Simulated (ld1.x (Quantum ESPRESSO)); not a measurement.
# manganese (Mn): one change to a TM potential, before and after

manganese (Mn), norm-conserving Troullier–Martins (Kleinman–Bylander form), made with ld1.x (Quantum ESPRESSO) 7.5 (revPBE, scalar-relativistic). Core [Ar], reference 3d5 4s1 4p1. Waves: 4s (bound): rc 1.75 bohr; 4p (bound): rc 2.40 bohr; 3d (bound): rc 1.10 bohr. Local part: all-electron potential smoothed inside 1.35 bohr (lloc = -1). Core correction: a·sin(br)/r model core, default radius (core density twice the valence density).

All-electron outer shells of the reference configuration (revPBE, scalar-relativistic, ld1.x):

```tsv
shell	level (eV)	outermost node (bohr)	outermost maximum (bohr)
3s	-87.57	0.34	0.74
3p	-56.23	0.31	0.75
3d	-8.28	–	0.76
4s	-6.03	1.05	2.47
4p	-2.08	1.16	3.30
```

Change: all radii but the core radius scaled by about 1.27 (s 2.22, p 3.04, d 1.40 bohr); local potential all-electron potential smoothed inside 1.72 bohr (lloc = -1).

Cutoffs: the cutoffs (Ry, on a coarse ladder) from which the occupation-weighted sum of valence levels, in a spherical-Bessel basis at the reference potential, stays within 10 and 1 mRy of its value at 400 Ry; they do not see the model core or the augmentation charge, which bear on the density cutoff. Errors are all-electron minus pseudo energies relative to the spin-unpolarised reference configuration.

Problem. Predict the effect on cutoff, ghosts and configuration errors.

Solution. The potential gets softer (160 Ry and 180 Ry → 110 Ry and 140 Ry); both files keep a bound ghost (s); the number of tests that count goes from 7 to 6; of the 6 tests that both files solve, the error grows in 4 and shrinks in 1 by more than 15 % and 0.3 meV (median size 3.9 → 5.6 meV). A larger radius leaves more room for a smooth pseudo-wave, so fewer plane waves are needed.

| quantity | base | changed |
| --- | --- | --- |
| cutoff, loose | 160 Ry | 110 Ry |
| cutoff, tight | 180 Ry | 140 Ry |
| loose cutoff by channel (10 mRy a level) | s 18 Ry, p 6 Ry, d 140 Ry | s 6 Ry, p 6 Ry, d 100 Ry |
| bound ghosts | s | s |
| tests counted (converged, no solver errors) | 7 of 7 | 6 of 7 |
| error for 3d5 4s2 4p0, meV [ΔE -3.83 eV] | -0.4 | -5.6 |
| error for 3d5 4s1 4p0, meV [ΔE 4.50 eV] | -3.8 | -5.5 |
| error for 3d5 4s0 4p0, meV [ΔE 19.94 eV] | -25 | -31 |
| error for 3d5 4s0 4p1, meV [ΔE 9.20 eV] | +4.0 | -3.2 |
| error for 3d5 4s1.5 4p0, meV [ΔE -0.51 eV] | -0.7 | -0.7 |
| error for 3d6 4s0 4p0, meV [ΔE 2.85 eV] | -202 | -240 |

Changed file: Tests not counted: 3d6 4s1 4p0 (solver errors, printed error +1.6 eV). A true bound ghost makes a file unfit for plane-wave use even where its test errors are small: the radial tests pick states by their node count and pass the ghost by. Where a test does run into it, the solver fails or the error is huge.
